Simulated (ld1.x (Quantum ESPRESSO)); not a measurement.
## What one change does to a pseudopotential (La, TM)

ld1.x (Quantum ESPRESSO) 7.5 input, shortened:

```
&input
   title='La', zed=57., rel=1, dft='WC', iswitch=3,
   config='[Xe] 4f0 5d2 6s1 6p0'
 /
 &inputp
   pseudotype=2, tm=.true., lloc=0,
   nlcc=.false.
 /
4
5P  2  1   6.00   0.00  2.80  2.80  0.0
5D  3  2   2.00   0.00  2.45  2.45  0.0
4F  4  3   0.00   0.00  1.25  1.25  0.0
5S  1  0   2.00   0.00  1.50  1.50  0.0
 &test
   configts(1)='4f0 5s2 5p6 5d2 6s1 6p0'
 /
```

Occupied shells without a wave of their own: 6s. They enter only through the test configuration that unscreens the potential.

All-electron outer shells of the reference configuration (Wu–Cohen, scalar-relativistic, ld1.x):

```
shell  level (eV)  outermost node (bohr)  outermost maximum (bohr)
   4p     -198.19                   0.34                      0.63
   4d     -102.13                   0.32                      0.68
   5s      -37.35                   0.77                      1.41
   5p      -20.91                   0.83                      1.60
   6s       -3.14                   1.87                      3.93
   4f       -2.78                      –                      0.75
   5d       -2.14                   0.95                      2.30
   6p       -1.00                   2.23                      5.18
```

Change: core [Xe], valence charge 3; reference 4f0 5d1 6s2 6p0; waves now 6p (bound): rc 4.05 bohr; 5d (bound): rc 2.35 bohr; 4f (bound): rc 0.85 bohr; 6s (bound): rc 3.70 bohr; core correction a·sin(br)/r model core inside 0.80 bohr.

Cutoffs: the cutoffs (Ry, on a coarse ladder) from which the occupation-weighted sum of valence levels, in a spherical-Bessel basis at the reference potential, stays within 10 and 1 mRy of its value at 400 Ry; they do not see the model core or the augmentation charge, which bear on the density cutoff. Errors are all-electron minus pseudo energies relative to the spin-unpolarised reference configuration.

**Question.** What does the change do?

**Answer.** The potential gets softer (45 Ry and 90 Ry → 10 Ry and 12 Ry); neither file shows a bound ghost. The shells moved into the core no longer need plane waves of their own. Several settings change at once here, so the effects cannot be laid on one of them.

| quantity | base | changed |
| --- | --- | --- |
| cutoff, loose | 45 Ry | 10 Ry |
| cutoff, tight | 90 Ry | 12 Ry |
| bound ghosts | none | none |
| largest error over its own tests, meV | +277 | -120 |

Base: The cutoffs count occupied waves only; the empty 4f level needs 180 Ry at the loose tolerance. The 6s level has no wave, so the channel is fitted at the deeper level alone: the likely source of the large errors. Changed file: The cutoffs count occupied waves only; the empty 4f level needs 300 Ry at the loose tolerance.
